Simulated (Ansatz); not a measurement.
## Ligand exchange: GeH(CH3)2Br + HI → GeH2(CH3)2 + IBr

Species: GeH(CH3)2Br, singlet; HI (hydrogen iodide), singlet; GeH2(CH3)2, singlet; IBr (iodine monobromide), singlet. The partners trade Br for H: Ge–Br and I–H bonds give way to Ge–H and I–Br.

Shapes, held fixed at every level: PBE0-D4/def2-TZVP. Programs: Ansatz 0.2.0. Electronic energies: no zero-point or thermal term.

```csv
level,kind,ΔE (kJ/mol),less CCSD(T)/def2-TZVPP
HF/def2-TZVPP,Hartree–Fock,+148.6,+0.1
PBE-D4/def2-TZVPP,GGA,+128.3,-20.2
r2SCAN-D4/def2-TZVPP,meta-GGA,+140.8,-7.7
wB97X-V/def2-TZVPP,range-separated hybrid,+140.1,-8.4
MP2/def2-TZVPP,perturbation theory,+157.3,+8.8
CCSD/def2-TZVPP,coupled cluster or CI,+149.3,+0.8
CCSD(T)/def2-TZVPP,coupled cluster or CI,+148.5,0.0
```

The highest level, CCSD(T)/def2-TZVPP, gives ΔE = +148.5 kJ/mol; the levels span +128.3 to +157.3. The column of differences is taken from that level and isn't an error. No measured value is set beside it here. For atoms past krypton def2 sets carry core potentials with scalar relativity. Relativity is left out for Br, Ge unless named. Correlated rows may include outer-core shells of Br, Ge, I, which these sets cover unevenly.
